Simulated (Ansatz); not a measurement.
Total energies of CdI2 from Ansatz at r2SCAN-D4/def2-TZVP, gas phase (1 Eh = 27.2114 eV = 2625.5 kJ/mol). The reference geometry is relaxed at PBE0-D4/def2-TZVP.

| state | geometry | energy (Eh) |
| --- | --- | --- |
| charge 0 singlet | reference | -763.59013 |
| charge 1 doublet | reference | -763.24759 |
| free Cd atom (singlet) | – | -167.83561 |
| free I atom (doublet) | – | -297.79508 |

In the def2 sets Cd, I take a core potential; there is no spin–orbit coupling.

Task: Work out the vertical ionisation energy to the doublet.

Result: E(charge 1 doublet) − E(charge 0 singlet) = -763.24759 − (-763.59013) = 0.34254 Eh = 9.32 eV. For comparison, −ε of the highest occupied level is 6.90 eV at this level, 2.42 eV less.

Task: What is the binding energy per atom against free atoms?

Result: Atoms: 1 × (-167.83561) + 2 × (-297.79508) = -763.42577 Eh. Binding: -763.42577 − (-763.59013) = 0.16436 Eh = 4.47 eV, or 1.49 eV for each of 3 atoms (no zero-point energy, no counterpoise term).
